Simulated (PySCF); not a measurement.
Record of a relaxation.

Compound: C8H10BF.
Numbering: `[CH3:1][B:2]([CH3:3])[c:4]1[cH:5][cH:6][c:7]([F:8])[cH:9][cH:10]1` (hydrogens: H11, H12, H13 on C1; H14, H15, H16 on C3; H17 on C5; H18 on C6; H19 on C9; H20 on C10)

Method: PBE0-D3(BJ)/def2-SVP geometry optimisation, gas phase (PySCF); density fitting, grid level 1; the optimiser is geomeTRIC in internal coordinates, started from a GFN2-xTB structure with every atom displaced at random (about 0.01 Å). 4 of its 8 geometries are shown. The frame can shift and turn from step to step; on so coarse a grid that alone can change the energy by a few meV, and forces under 0.02 eV/Å are noise.

Step 0: E = -11830.7575 eV, largest atomic force 2.540 eV/Å
```
atom  x, y, z in Å  |  force x, y, z in eV/Å
C1     -2.317    1.088   -0.039   -1.200   0.966  -0.243
B2     -1.390   -0.137    0.131    0.889  -0.457  -0.041
C3     -1.995   -1.531    0.568    0.794   0.811   0.670
C4      0.186    0.018   -0.136   -2.437  -0.580   0.418
C5      1.028   -1.073    0.000    0.648   0.541  -0.062
C6      2.384   -0.945   -0.221    0.427  -0.217  -0.057
C7      2.900    0.278   -0.602    0.732   0.598  -0.174
F8      4.231    0.413   -0.837   -1.128  -0.154   0.230
C9      2.068    1.387   -0.741    0.440  -0.456  -0.137
C10     0.713    1.234   -0.514    0.118   1.084  -0.260
H11    -3.391    0.891    0.173    0.370  -0.088   0.009
H12    -2.035    1.931    0.621    0.144  -0.083  -0.058
H13    -2.312    1.519   -1.067    0.249  -0.175   0.241
H14    -1.532   -1.870    1.509    0.132  -0.042   0.025
H15    -3.054   -1.526    0.734   -0.964   0.084   0.041
H16    -1.765   -2.283   -0.160    0.265  -0.876  -0.782
H17     0.641   -2.016    0.307   -0.398  -0.971   0.264
H18     3.046   -1.784   -0.099    0.430  -0.453   0.025
H19     2.491    2.319   -1.060    0.302   0.664  -0.157
H20     0.052    2.104   -0.644    0.187  -0.196   0.048
```

Step 2: E = -11830.9363 eV, largest atomic force 0.204 eV/Å
```
atom  x, y, z in Å  |  force x, y, z in eV/Å
C1     -2.368    1.064   -0.286    0.043  -0.027  -0.087
B2     -1.414   -0.171   -0.044   -0.068   0.070   0.001
C3     -2.012   -1.587    0.309    0.013  -0.054   0.070
C4      0.142    0.019   -0.131   -0.040  -0.037  -0.020
C5      1.022   -1.051    0.126    0.022   0.095   0.006
C6      2.403   -0.895    0.077    0.130  -0.048   0.036
C7      2.929    0.355   -0.231   -0.138  -0.007  -0.149
F8      4.248    0.516   -0.286   -0.010  -0.040   0.029
C9      2.103    1.438   -0.515    0.009   0.041   0.013
C10     0.725    1.259   -0.461   -0.004  -0.064   0.042
H11    -3.438    0.808   -0.277    0.012   0.010   0.011
H12    -2.195    1.829    0.491    0.002   0.009   0.011
H13    -2.141    1.561   -1.246   -0.013   0.015   0.029
H14    -1.592   -1.958    1.261   -0.006  -0.010  -0.013
H15    -3.108   -1.603    0.396    0.013   0.013  -0.018
H16    -1.721   -2.336   -0.449    0.009   0.018  -0.008
H17     0.617   -2.035    0.376    0.012   0.019  -0.010
H18     3.085   -1.725    0.269    0.007  -0.009   0.026
H19     2.551    2.398   -0.778    0.007   0.005   0.022
H20     0.081    2.114   -0.683   -0.001   0.002   0.008
```

Step 5: E = -11830.9395 eV, largest atomic force 0.121 eV/Å
```
atom  x, y, z in Å  |  force x, y, z in eV/Å
C1     -2.369    1.063   -0.293    0.024   0.009  -0.016
B2     -1.415   -0.165   -0.029   -0.034   0.016  -0.004
C3     -2.010   -1.582    0.328    0.015  -0.016   0.023
C4      0.143    0.024   -0.115   -0.069  -0.022   0.007
C5      1.023   -1.047    0.131    0.002   0.001  -0.004
C6      2.405   -0.906    0.056    0.022   0.007  -0.004
C7      2.926    0.341   -0.272   -0.037   0.006   0.010
F8      4.244    0.496   -0.350   -0.011  -0.019  -0.008
C9      2.101    1.432   -0.519    0.006   0.102  -0.027
C10     0.722    1.266   -0.440    0.058  -0.103   0.025
H11    -3.438    0.808   -0.287    0.001  -0.003   0.004
H12    -2.204    1.833    0.483    0.001   0.005   0.007
H13    -2.138    1.559   -1.251    0.005   0.016  -0.006
H14    -1.598   -1.954    1.283    0.001  -0.011   0.001
H15    -3.106   -1.602    0.398    0.008   0.004  -0.001
H16    -1.705   -2.324   -0.431   -0.002   0.001  -0.001
H17     0.617   -2.028    0.388    0.001   0.010  -0.003
H18     3.086   -1.738    0.247   -0.003  -0.004  -0.002
H19     2.553    2.393   -0.771    0.010   0.008  -0.004
H20     0.080    2.129   -0.638    0.004  -0.007   0.003
```

Step 7: E = -11830.9406 eV, largest atomic force under 0.02 eV/Å
```
atom  x, y, z in Å  |  force x, y, z in eV/Å
C1     -2.361    1.069   -0.293   -0.007  -0.007  -0.009
B2     -1.418   -0.166   -0.023    0.009  -0.004   0.000
C3     -2.012   -1.582    0.338   -0.007   0.011   0.014
C4      0.140    0.018   -0.110    0.006   0.003   0.002
C5      1.024   -1.052    0.130    0.000  -0.003  -0.004
C6      2.404   -0.906    0.048    0.004   0.000  -0.002
C7      2.922    0.342   -0.283   -0.004   0.005  -0.003
F8      4.240    0.495   -0.372   -0.004  -0.006   0.000
C9      2.096    1.435   -0.523   -0.001   0.006  -0.002
C10     0.719    1.260   -0.435    0.006  -0.001   0.001
H11    -3.432    0.822   -0.290   -0.001   0.001   0.001
H12    -2.193    1.838    0.484   -0.001  -0.004   0.005
H13    -2.124    1.564   -1.250    0.001   0.000   0.005
H14    -1.599   -1.956    1.292    0.001  -0.001  -0.002
H15    -3.108   -1.602    0.409   -0.002  -0.002   0.003
H16    -1.708   -2.324   -0.422   -0.003   0.002  -0.003
H17     0.621   -2.035    0.388    0.001  -0.001   0.000
H18     3.088   -1.736    0.233    0.000  -0.002  -0.003
H19     2.544    2.398   -0.775    0.000   0.000  -0.003
H20     0.074    2.120   -0.627    0.002  -0.001   0.000
```

Task: Summarise the path.

Result: The energy falls by 0.1831 eV from step 0 to step 7; nine tenths of that is first reached at step 2. It never rises by more than 0.2 meV. The largest force goes from 2.540 to under 0.02 eV/Å. Among the bonds B2–C4 changes most, from 1.606 to 1.571 Å; the atoms move by 0.054 Å rms after alignment.

Task: Follow the three bonds and two angles with the largest change from start to end.

Result: 
| step | E above end (eV) | largest force (eV/Å) | B2–C4 (Å) | C3–H16 (Å) | C1–B2 (Å) | H11–C1–H13 (°) | B2–C1–H12 (°) |
| --- | --- | --- | --- | --- | --- | --- | --- |
| 0 | 0.1831 | 2.540 | 1.606 | 1.071 | 1.546 | 104.4 | 112.7 |
| 1 | 0.0448 | 0.412 | 1.569 | 1.109 | 1.585 | 108.0 | 110.3 |
| 2 | 0.0043 | 0.204 | 1.571 | 1.105 | 1.579 | 108.2 | 109.8 |
| 3 | 0.0041 | 0.247 | 1.571 | 1.104 | 1.577 | 108.2 | 109.7 |
| 4 | 0.0010 | 0.078 | 1.571 | 1.105 | 1.577 | 108.2 | 109.6 |
| 5 | 0.0012 | 0.121 | 1.571 | 1.105 | 1.577 | 108.2 | 109.5 |
| 6 | 0.0002 | 0.024 | 1.571 | 1.105 | 1.577 | 108.2 | 109.5 |
| 7 | 0.0000 | under 0.02 | 1.571 | 1.105 | 1.577 | 108.3 | 109.5 |

What follows is the cost of the whole optimisation. On Arm Neoverse V2, one thread, shared host, this took 2.3 min of wall time and 0.92 GiB of memory at its peak.
